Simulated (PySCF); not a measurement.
MOH across group 14

Level: PBE0, basis family def2-TZVP, scalar-relativistic core potentials from Rb on and no relativity for lighter atoms.

Each entry is the lowest minimum that a search over a few typed start shapes (and spin states, where more than one is plausible) found, or that minimum re-optimised at the stated level; isomers with ligand–ligand bonds, or fragments after loss of a ligand pair, can lie lower. Open shells are unrestricted; no spin–orbit coupling; PySCF with density fitting.

```csv
molecule,2S+1,point group,mean bond to the central atom (Å),distinct angles (°),lowest ω (cm⁻¹),dipole (D),atomisation (kJ/mol)
HCO,2,Cs,1.147,125,1110,1.62,1172
HSiO,?,?,?,?,?,?,?
HGeO,2,Cs,1.625,113,461,3.23,728
HSnO,2,Cs,1.845,96,264,3.03,611
```

**Question.** Fill in the row of HSiO.

**Answer.** 2S+1: 2; point group: Cs; mean bond to the central atom (Å): 1.526; distinct angles (°): 119; lowest ω (cm⁻¹): 627; dipole (D): 3.30; atomisation (kJ/mol): 879.

Left out of the table are members whose search was unfinished or whose lowest solution was spin-contaminated, unstable, very soft or bonded differently.
